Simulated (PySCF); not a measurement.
Job for PySCF: D3(BJ) and D4 dispersion corrections on H8Si2 (a complex), monomers drawn apart or pushed together.

```python
from pyscf import gto
from pyscf.dispersion import dftd3, dftd4

mol = gto.M(
    atom='''
    Si   -0.16226998   -0.03845247   -0.10104313
    H     0.14622033    0.30485889   -1.50794244
    H    -0.48199000   -1.47965413   -0.00114178
    H    -1.31833862    0.76031858    0.36213345
    H     1.01365750    0.26415527    0.74582010
    Si    0.12989718    0.03255411    3.50079470
    H     1.53389080   -0.40902653    3.34858698
    H    -0.74304385   -0.79847573    2.64097816
    H     0.00808726    1.45086777    3.09758738
    H    -0.28731201   -0.11916106    4.91336554
    ''',
    basis='def2-svp',
    charge=0, spin=0, verbose=0, max_memory=1800)
d3, d4 = {}, {}
for xc in ['hf', 'pbe', 'blyp', 'revpbe', 'tpss', 'r2scan', 'b3lyp', 'pbe0', 'bhlyp', 'camb3lyp', 'b2plyp']:
    d3[xc] = float(dftd3.DFTD3Dispersion(mol, xc=xc, version='d3bj', atm=False).get_dispersion()['energy'])
    print(f'D3(BJ) {xc:10s} {d3[xc]:14.8f} Eh')
for xc in ['hf', 'pbe', 'blyp', 'revpbe', 'tpss', 'r2scan', 'b3lyp', 'pbe0', 'bhlyp', 'camb3lyp', 'b2plyp']:
    d4[xc] = float(dftd4.DFTD4Dispersion(mol, xc={'camb3lyp': 'cam-b3lyp'}.get(xc, xc), atm=True).get_dispersion()['energy'])
    print(f'D4     {xc:10s} {d4[xc]:14.8f} Eh')
```

The log:

```
D3(BJ) hf            -0.04484745 Eh
D3(BJ) pbe           -0.00600100 Eh
D3(BJ) blyp          -0.01295485 Eh
D3(BJ) revpbe        -0.01478062 Eh
D3(BJ) tpss          -0.00768605 Eh
D3(BJ) r2scan        -0.00172941 Eh
D3(BJ) b3lyp         -0.01063964 Eh
D3(BJ) pbe0          -0.00532109 Eh
D3(BJ) bhlyp         -0.00845656 Eh
D3(BJ) camb3lyp      -0.00501065 Eh
D3(BJ) b2plyp        -0.00508363 Eh
D4     hf            -0.01887106 Eh
D4     pbe           -0.00551209 Eh
D4     blyp          -0.01201789 Eh
D4     revpbe        -0.01660734 Eh
D4     tpss          -0.00743993 Eh
D4     r2scan        -0.00139988 Eh
D4     b3lyp         -0.00884649 Eh
D4     pbe0          -0.00469378 Eh
D4     bhlyp         -0.00674917 Eh
D4     camb3lyp      -0.00477832 Eh
D4     b2plyp        -0.00387451 Eh
```

The run finished.

Cost: about 0.020 core-seconds (a rough figure).
